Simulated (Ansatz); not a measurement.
Ansatz (an electronic-structure program) input (CCSD(T)/cc-pCVTZ): A basis named .json is the Basis Set Exchange file of that set (core-valence sets with the plain set on hydrogen).

Ansatz 0.2 input:
```yaml
crystal:
  periodic: [false, false, false]
  atoms:
    - {symbol: Si, position_ang: [-0.00000000, -0.00000000, -1.14275119]}
    - {symbol: Cl, position_ang: [0.00000000, 0.00000000, 0.94108922]}
basis:
  gaussian:
    orbitals: cc-pCVTZ.json
magnetization: {spin_polarized: true, initial_magnetization: 1}
correlation: {method: ccsd_t, frozen_orbitals: {Cl: 1, Si: 1}}
```

Output:

```
Functional definition: HF
integrals: 0.28 GiB planned
739 factors; integrals over basis functions are off by at most 8.2e-4 eV
mean field: 0.37 GiB planned
mean field evaluation 1: about -20365.6548 eV, gradient 8.5e0 eV
mean field evaluation 2: about -20365.7628 eV, gradient 8.8e0 eV
mean field evaluation 4: about -20366.4543 eV, gradient 1.5e0 eV
mean field evaluation 8: about -20366.4972 eV, gradient 8.9e-2 eV
mean field evaluation 16: about -20365.6544 eV, gradient 8.6e0 eV
mean field evaluation 32: about -20366.4976 eV, gradient 2.4e-6 eV
mean field evaluation 64: about -20366.4976 eV, gradient 1.0e-2 eV
mean field evaluation 96: about -20362.7844 eV, gradient 4.5e-2 eV
mean field -20366.49757854 eV, -748.4549811036 hartree, gradient 9.0e-6 eV, S^2 0.775238; 4 other end points of the search recorded, 0 dependent functions left out
2 core orbitals not correlated
reference -20366.49757854 eV, -748.4549811036 hartree; 14, 13 occupied and 102, 103 virtual orbitals, 739 factors
second order -23.14652867 eV of doubles, -0.00000000 eV of singles
coupled cluster: 0.85 GiB planned
cycle   1  -23.57988699 eV  change   -4.3e-1 eV  update   7.5e-2
cycle   2  -23.87837303 eV  change   -3.0e-1 eV  update   2.7e-2
cycle   3  -23.93480981 eV  change   -5.6e-2 eV  update   1.5e-2
cycle   4  -23.92013491 eV  change    1.5e-2 eV  update   4.7e-3
cycle   5  -23.92085902 eV  change   -7.2e-4 eV  update   1.9e-3
cycle   6  -23.92234527 eV  change   -1.5e-3 eV  update   6.6e-4
cycle   7  -23.92191345 eV  change    4.3e-4 eV  update   2.2e-4
cycle   8  -23.92190099 eV  change    1.2e-5 eV  update   8.0e-5
cycle   9  -23.92194219 eV  change   -4.1e-5 eV  update   2.1e-5
cycle  10  -23.92192645 eV  change    1.6e-5 eV  update   8.3e-6
perturbative correction -0.50644585 eV, -0.0186115418 hartree
Total energy: -20390.92595085 eV, -749.3527072277 hartree
```
